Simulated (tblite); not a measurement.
Species: CH8NOSSi3 (doublet state).
SMILES with atom numbers: `[N:1]=[CH:2][SiH2:3][S:4][SiH2:5][O:6][SiH3:7]` (hydrogens: H8 on C2; H9, H10 on Si3; H11, H12 on Si5; H13, H14, H15 on Si7)

A start from a force field or distance geometry was refined with GFN2-xTB geometry optimisation, gas phase (tblite 0.8.0). Values at the start:

| coordinate | start |
| --- | --- |
| N1=C2 | 1.273 Å |
| C2–Si3 | 1.849 Å |
| C2–H8 | 1.058 Å |
| Si3–S4 | 2.094 Å |
| Si3–H9 | 1.493 Å |
| S4–Si5 | 2.144 Å |
| Si5–O6 | 1.726 Å |
| Si5–H11 | 1.472 Å |
| Si5–H12 | 1.467 Å |
| O6–Si7 | 1.739 Å |
| Si7–H13 | 1.475 Å |
| N1–C2–Si3 | 120.0° |
| C2–Si3–S4 | 110.7° |
| Si3–S4–Si5 | 114.6° |
| S4–Si5–O6 | 105.8° |
| Si5–O6–Si7 | 105.0° |

Task: How do these coordinates change at the GFN2-xTB level?

Result: 
| coordinate | GFN2-xTB (Å or °) | change |
| --- | --- | --- |
| Si5–O6 | 1.604 | -0.122 |
| O6–Si7 | 1.625 | -0.114 |
| C2–Si3 | 1.959 | +0.110 |
| N1=C2 | 1.207 | -0.066 |
| S4–Si5 | 2.185 | +0.041 |
| Si3–H9 | 1.455 | -0.038 |
| C2–H8 | 1.092 | +0.034 |
| Si5–H11 | 1.443 | -0.029 |
| Si3–S4 | 2.107 | +0.013 |
| Si5–H12 | 1.455 | -0.012 |
| Si7–H13 | 1.464 | -0.011 |
| Si5–O6–Si7 | 166.0 | +61.0 |
| Si3–S4–Si5 | 104.4 | -10.2 |
| S4–Si5–O6 | 109.1 | +3.3 |
| N1–C2–Si3 | 122.3 | +2.3 |
| C2–Si3–S4 | 109.4 | -1.3 |

The energy falls by 33.8 kcal/mol over 251 L-BFGS steps, the largest force on an atom goes from 5.20 to 0.009 eV/Å, and the atoms move by 1.785 Å rms after alignment. The bond that changes most is Si5–O6 (ends: silicon bonded to O, S and 2 H; oxygen bonded to 2 Si), which shortens by 0.122 Å. Bonds longer at the end by more than 0.005 Å: 6 of 14; shorter: 8. Among the dihedrals that turn most is Si3–S4–Si5–H11, from -20° to 77°. Rotational constants go from 2748, 567.4, 526.3 to 1494, 978.1, 793.3 MHz.

Hardware: Arm Neoverse V1, one thread, shared host with 32 logical CPUs at a one-minute load of 31. Cost: 2.6 s.

Its GFN2-xTB frequencies are all real (lowest 32 cm⁻¹).

One conformer stands for the species.

The numbers are calculated, not measured.
